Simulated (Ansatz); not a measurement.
Reaction (ligand exchange at the Si–S bond): `O[SiH](O)S[SiH3]` + `CNC` → `CN(C)[SiH3]` + `O[SiH](O)S`

Gas-phase electronic energies from Ansatz, PBE0-D4/def2-TZVP geometries. CBS: MP2 limit from def2 TZ/QZ plus the TZ coupled-cluster correction, frozen cores. Each species was taken in one conformer, which may not be the lowest.

```csv
species,CCSD(T)/def2-SVP energy (Eh)
`O[SiH](O)S[SiH3]`,-1129.10176
`CNC`,-134.66802
`CN(C)[SiH3]`,-424.80990
`O[SiH](O)S`,-838.95461
```

**Question.** Work out ΔE.

**Answer.** ΔE = (-424.80990) + (-838.95461) − (-1129.10176) − (-134.66802) = 0.00527 Eh = +0.14 eV. CCSD(T)/CBS gives +0.22 eV.

**Question.** What do rigid-rotor, harmonic-oscillator terms from PBE0-D4/def2-TZVP frequencies (298.15 K, 1 bar) make of the CCSD(T)/CBS value? (An estimate is asked.)

**Answer.** Computed: ΔZPE = -0.09 eV, ΔH = +0.12 eV, ΔS = -6 J/(mol·K), ΔG = +0.14 eV. Modes under 50 cm⁻¹ make the entropy rough.

Largest T1 diagnostic among the species: 0.012.

Leaving LDA and LC-ωPBE aside and taking each functional with its dispersion term where it has one, the values, not all of them listed here, spread over 0.13 eV, from CAM-B3LYP-D4 to PBE-D4. LDA lies −0.09 eV from PBE without D4. At CCSD(T), def2-SVP lies −0.07 eV from the extrapolated value and def2-TZVPP −0.03 eV.
